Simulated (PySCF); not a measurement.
**SnS: frontier orbitals**

M06-L at R = 2.234 Å; Sn def2-SVPD with ECP28, S def2-SVPD; scalar-relativistic core potentials (PySCF 2.14). State: ¹Σ⁺ (singlet), closed shell. Only the outer orbitals are listed, counted within each symmetry, core potentials removing the inner ones.

| orbital | occ. | ε (eV) | on Sn (%) | main shells (%) |
| --- | --- | --- | --- | --- |
| 7σ | 2 | -17.06 | 11 | 87 S s, 8 Sn s |
| 8σ | 2 | -10.84 | 69 | 67 Sn s, 18 S p, 12 S s |
| 9σ | 2 | -6.51 | 47 | 52 S p, 32 Sn p, 14 Sn s |
| 4π | 2 | -6.36 | 19 | 80 S p, 18 Sn p |
| 4π | 2 | -6.36 | 19 | 80 S p, 18 Sn p |
| 5π | 0 | -2.95 | 81 | 78 Sn p, 17 S p |
| 5π | 0 | -2.95 | 81 | 78 Sn p, 17 S p |
| 10σ | 0 | 0.12 | 63 | 32 Sn p, 23 S s, 21 Sn d |

Q: Which are the highest filled and the lowest empty level, where do they sit, and how wide is the gap?

A: Highest filled 4π at -6.36 eV (in %: 80 S p, 18 Sn p); lowest empty 5π at -2.95 eV (in %: 78 Sn p, 17 S p); the gap at M06-L is 3.41 eV.

- bond order (Mayer): 2.15
- ⟨S²⟩: 0.000
- charge on Sn (Mulliken, basis-dependent): 0.73
- charge on Sn (Löwdin, basis-dependent): 0.50
- dipole moment (positive dipole means Sn(−)S(+)): -3.77 D

Spin–orbit coupling is left out.
